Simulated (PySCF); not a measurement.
PySCF 2.14 output of an unrestricted r2SCAN calculation on a single atom or ion in aug-cc-pVTZ-DK (8s7p5d3f2g, 93 functions), with scalar relativity by spin-free X2C-1e:

```
SCF conv_tol = 1e-09
number electrons alpha = 10  beta = 9
    J. W. Furness, A. D. Kaplan, J. Ning, J. P. Perdew, and J. Sun.,  J. Phys. Chem. Lett. 11, 8208-8215 (2020)
    J. W. Furness, A. D. Kaplan, J. Ning, J. P. Perdew, and J. Sun.,  J. Phys. Chem. Lett. 11, 9248-9248 (2020)
    J. W. Furness, A. D. Kaplan, J. Ning, J. P. Perdew, and J. Sun.,  J. Phys. Chem. Lett. 11, 8208-8215 (2020)
    J. W. Furness, A. D. Kaplan, J. Ning, J. P. Perdew, and J. Sun.,  J. Phys. Chem. Lett. 11, 9248-9248 (2020)
cycle= 1 E= -763.295320955921  delta_E= -0.0022  |g|= 0.00662  |ddm|= 2.28
cycle= 2 E= -763.29533621262  delta_E= -1.53e-05  |g|= 0.00204  |ddm|= 0.113
cycle= 3 E= -763.295337506101  delta_E= -1.29e-06  |g|= 0.000284  |ddm|= 0.054
cycle= 4 E= -763.295337535237  delta_E= -2.91e-08  |g|= 2.02e-05  |ddm|= 0.00495
cycle= 5 E= -763.295337535665  delta_E= -4.28e-10  |g|= 1.85e-07  |ddm|= 0.000795
converged SCF energy = -763.295337535665  <S^2> = 0.7502279  2S+1 = 2.0002279
```

The run itself started from symmetry-adapted Hartree-Fock orbitals and held the occupation by maximum overlap, on a logarithmic radial grid, so the iterations belong to that start.

Question: Which element, charge and spin multiplicity is this?

Answer: Sc²⁺ (scandium, charge +2), multiplicity 2; the state was [Ar] 4s1, 2S determinant (an excited configuration).
